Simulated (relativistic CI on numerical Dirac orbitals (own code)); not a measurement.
Co⁺ in a cubic cluster: 2p photoemission with charge transfer

Computed with a charge-transfer multiplet model of a cubic metal-ligand cluster with up to 2 ligand holes, Slater and spin-orbit integrals from Dirac-Coulomb-Breit ions, Slater integrals scaled by 0.7. The ground state mixes d8 with configurations of k ligand holes L, whose averages lie at kΔ + k(k − 1)U_dd/2; a core hole lowers each added d electron by U_cd. 300 K, Lorentzian 0.6 eV and Gaussian 0.8 eV FWHM.

Atomic integrals in eV (Slater integrals scaled, ζ unscaled), ground: F2dd 7.249, F4dd 4.465, zeta_d 0.056; with the core hole: F2dd 8.635, F4dd 5.365, zeta_d 0.084, zeta_core 9.670, F2cd 5.102, G1cd 3.822, G3cd 2.172.

Cluster parameters (eV): Δ = 8.1, U_dd = 7.5, 10Dq = 0.7, 10Dq(ligand) = 0.5, V(eg) = 1.7, V(t2g) = -0.82, final-state hopping factor = 1.

| Case | n_d | d8 | d9L | d10L2 | S |
| --- | --- | --- | --- | --- | --- |
| U_cd = 7.2 eV | 8.06 | 0.94 | 0.06 | 0.00 | 1.00 |
| U_cd = 8.4 eV | 8.06 | 0.94 | 0.06 | 0.00 | 1.00 |
| U_cd = 9 eV | 8.06 | 0.94 | 0.06 | 0.00 | 1.00 |
| U_cd = 9.6 eV | 8.06 | 0.94 | 0.06 | 0.00 | 1.00 |
| U_cd = 10.2 eV | 8.06 | 0.94 | 0.06 | 0.00 | 1.00 |

Weights, n_d and S are thermal averages at 300 K. Binding energies count from the first peak over 30 % of the highest in each spectrum, which can be another peak from case to case. The parameters are a model scan and need not match a compound or its usual spin state. Peaks in eV (height, largest 100):
- U_cd = 7.2 eV: 0.0 (100), 4.7 (19), 6.4 (9), 15.1 (56), 20.3 (9)
- U_cd = 8.4 eV: 0.0 (100), 4.3 (29), 15.0 (53), 19.8 (17)
- U_cd = 9 eV: 0.0 (100), 4.3 (35), 14.9 (52), 19.7 (22)
- U_cd = 9.6 eV: 0.0 (100), 4.4 (42), 15.0 (50), 19.8 (28)
- U_cd = 10.2 eV: 0.0 (100), 4.6 (52), 15.0 (50), 19.9 (36)

Curve for U_cd = 8.4 eV (points under 2 left out, the grid thinned):

```csv
E (eV),Intensity
-3.2,2.1
-2.7,2.9
-2.2,4.3
-1.7,7.6
-1.2,17.9
-0.7,52.3
-0.2,96.7
0.3,87.0
0.7,57.8
1.2,37.6
1.7,28.6
2.2,18.5
2.7,13.6
3.2,14.0
3.7,20.8
4.2,28.8
4.7,24.8
5.2,18.1
5.7,16.0
6.2,14.2
6.7,12.0
7.2,8.8
7.6,6.5
8.1,4.0
8.6,2.2
12.7,2.4
13.2,3.8
13.7,8.0
14.2,22.7
14.7,47.8
15.2,49.5
15.7,32.8
16.2,21.2
16.7,11.2
17.2,6.5
17.7,5.0
18.2,5.4
18.6,7.0
19.1,11.2
19.6,16.0
20.1,15.5
20.6,10.0
21.1,5.7
21.6,3.5
22.1,2.1
```

For the case U_cd = 8.4 eV, Δ = 8.1 eV is larger than U_dd = 7.5 eV, the Mott-Hubbard side of the Zaanen-Sawatzky-Allen scheme. With the core hole the configuration with one ligand hole lies at Δ − U_cd = 0.9, -0.3, -0.9, -1.5, -2.1 eV from the one without, in the order of the table; where this is negative the screened configuration lies lower, though the effective hopping of about 2.4 eV (from the holes of the mixed ground state) mixes the two strongly wherever it is as large as the gap.
